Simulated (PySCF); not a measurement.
C3H7BeBr, SMILES C[CH](C)[Be][Br].

Geometry optimised at PBE0-D3(BJ)/def2-SVP. One conformer was computed; it need not be the lowest.

All values below come from TDA-PBE/def2-SVPD (PySCF 2.14.0).

Vertical excitations. Gas-phase values at a fixed geometry. State labels are in the subgroup Cs.

| state | symmetry | energy (eV) | λ (nm) | f | main pairs |
|---|---|---|---|---|---|
| S1 | A' | 5.50 | 225 | 0.012 | HOMO→LUMO 98 % |
| S2 | A" | 5.53 | 224 | 0.031 | HOMO→LUMO+1 98 % |
| S3 | A' | 5.85 | 212 | 0.039 | HOMO→LUMO+2 98 % |
| S4 | A" | 6.44 | 192 | 0.000 | HOMO−2→LUMO 55 %, HOMO−1→LUMO+1 45 % |
| S5 | A' | 6.48 | 191 | 0.001 | HOMO−1→LUMO 52 %, HOMO−2→LUMO+1 47 % |
| S6 | A" | 6.48 | 191 | 0.001 | HOMO−1→LUMO+1 55 %, HOMO−2→LUMO 45 % |
| S7 | A' | 6.64 | 187 | 0.024 | HOMO→LUMO+3 99 % |
| S8 | A' | 6.89 | 180 | 0.057 | HOMO−1→LUMO+2 94 % |
| S9 | A" | 6.91 | 179 | 0.067 | HOMO−2→LUMO+2 97 % |
| S10 | A" | 7.05 | 176 | 0.007 | HOMO−3→LUMO+1 89 % |
| T1 | A' | 4.93 | 252 | 0 | HOMO→LUMO 99 % |
| T2 | A" | 4.95 | 250 | 0 | HOMO→LUMO+1 99 % |
| T3 | A' | 5.50 | 225 | 0 | HOMO→LUMO+2 97 % |
| T4 | A' | 6.03 | 206 | 0 | HOMO−1→LUMO 51 %, HOMO−2→LUMO+1 44 % |
Triplets are in the Tamm–Dancoff approximation.
